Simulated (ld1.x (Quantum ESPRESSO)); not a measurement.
# What one change does to a pseudopotential (Au, TM semilocal)

ld1.x (Quantum ESPRESSO) 7.5 input, shortened:

```
&input
   title='Au', zed=79., rel=1, dft='PBE', iswitch=3,
   config='[Xe] 4f14 5d9.5 6s0 6p0'
 /
 &inputp
   pseudotype=1, tm=.true., lloc=0,
   nlcc=.false.
 /
3
5P  2  1   6.00   0.00  1.45  1.45  0.0
5D  3  2   9.50   0.00  2.20  2.20  0.0
6S  1  0   0.00   0.00  1.95  1.95  0.0
 &test
   configts(1)='5p6 5d9.5 6s0 6p0'
 /
```

All-electron outer shells of the reference configuration (PBE, scalar-relativistic, ld1.x):

```tsv
shell	level (eV)	outermost node (bohr)	outermost maximum (bohr)
4f	-95.98	–	0.37
5p	-74.62	0.52	0.96
5d	-21.15	0.56	1.21
6s	-17.85	1.11	2.18
6p	-10.50	1.30	2.84
```

Change: wave 5d (bound): rc 2.20 bohr becomes 5d (bound): rc 1.56 bohr.

Cutoffs: the cutoffs (Ry, on a coarse ladder) from which the occupation-weighted sum of valence levels, in a spherical-Bessel basis at the reference potential, stays within 10 and 1 mRy of its value at 400 Ry; they do not see the model core or the augmentation charge, which bear on the density cutoff. Errors are all-electron minus pseudo energies relative to the spin-unpolarised reference configuration.

Task: What does the change do?

Result: The potential gets neither clearly harder nor softer (70 Ry and 110 Ry → 70 Ry and 110 Ry); of the 7 tests that both files solve, the error grows in 3 and shrinks in 3 by more than 15 % and 0.3 meV (median size 13.0 → 7.0 meV); neither file shows a bound ghost. A semilocal file is local in each channel, so a ghost entry of none says nothing of the separable form that plane-wave codes build from it.

```csv
quantity,base,changed
"cutoff, loose",70 Ry,70 Ry
"cutoff, tight",110 Ry,110 Ry
bound ghosts,none,none
"error for 5p6 5d10 6s1 6p0, meV [ΔE -18.51 eV]",+5.1,+7.0
"error for 5p6 5d10 6s0 6p0, meV [ΔE -9.10 eV]",+0.4,+1.4
"error for 5p6 5d9 6s0 6p0, meV [ΔE 12.11 eV]",-2.5,-1.7
"error for 5p6 5d8 6s0 6p0, meV [ΔE 45.98 eV]",-13,-6.2
"error for 5p6 5d7 6s0 6p0, meV [ΔE 93.69 eV]",-26,-16
"error for 5p6 5d9 6s2 6p0, meV [ΔE -16.82 eV]",-25,-30
"error for 5p6 5d9 6s1 6p1, meV [ΔE -11.01 eV]",+109,+106
```
